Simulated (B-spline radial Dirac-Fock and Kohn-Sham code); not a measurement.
# X-ray form factors of fluorine in several charge states

Method: relativistic Hartree-Fock (Dirac-Fock) wave functions, averaged over the configuration. Computed with a radial B-spline solver.

Configurations: F [He] 2s2 2p5; F⁺ [He] 2s2 2p4; F²⁺ [He] 2s2 2p3. The first column is f₀ of F, the others are differences from it.

```tsv
s (Å⁻¹)	F	Δ F⁺	Δ F²⁺
0	9.000	-1.000	-2.000
0.1	8.301	-0.798	-1.658
0.2	6.707	-0.416	-0.971
0.3	5.052	-0.145	-0.422
0.4	3.757	-0.025	-0.135
0.5	2.873	+0.010	-0.024
0.7	1.956	+0.008	+0.008
0.9	1.588	+0.001	+0.002
1.1	1.398	+0.001	+0.003
1.4	1.187	+0.003	+0.007
```
